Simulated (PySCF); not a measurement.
**Low-lying terms of N³⁺ (nitrogen, charge +3)**

Ground state [He] 2s2, ¹S. Calculation: PySCF 2.14, in aug-cc-pVTZ (5s4p3d2f, 46 functions); no relativity, point nucleus. Vertical excitation energies in eV without spin-orbit coupling; excited terms of each kind are numbered among those the solver found. Frozen: nothing.

```json
{"term": "1 3P°", "leading excitation": "2s → p", "EOM-EE-CCSD": "8.350"}
{"term": "1 1P°", "leading excitation": "2s → p", "EOM-EE-CCSD": "16.314"}
{"term": "1 3S", "leading excitation": "2s → s", "EOM-EE-CCSD": "46.882"}
```

Only the lower part of the computed list is shown. Doubly excited terms such as np² are absent. The solver can miss terms.
